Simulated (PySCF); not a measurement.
Radial density of Eu⁴⁸⁺ (europium, charge +48)

revPBE, [Ne] 3s2 3p3, high-spin 4S determinant. Calculation: PySCF 2.14, in an uncontracted even-tempered set (17 s from 11 bohr⁻², ratio 2.5; 12 p from 14 bohr⁻², ratio 2.5; 4 d from 56 bohr⁻², ratio 2.7; 4 f from 84 bohr⁻², ratio 2.7); scalar relativity by spin-free X2C-1e.

| r (bohr) | 4πr²ρ (e/bohr) | 4πr²(ρα − ρβ) |
| --- | --- | --- |
| 0.0162 | 84.04 | 1.0641 |
| 0.0273 | 70.99 | 3.5000 |
| 0.0459 | 84.74 | 6.4246 |
| 0.0772 | 94.35 | 2.3322 |
| 0.130 | 37.46 | 3.8857 |
| 0.218 | 30.03 | 16.8061 |
| 0.367 | 4.745 | 2.7769 |
| 0.618 | 0.02631 | 0.0133 |

Densities and radii are taken from the X2C orbitals without a picture-change correction, which distorts them close to the nucleus.

Spin-orbit coupling, which splits the p, d and f shells strongly at this Z, is absent. Spin-orbit coupling is strong in this species (close to jj coupling), so the high-spin LS determinant is a model state, not a physical level.
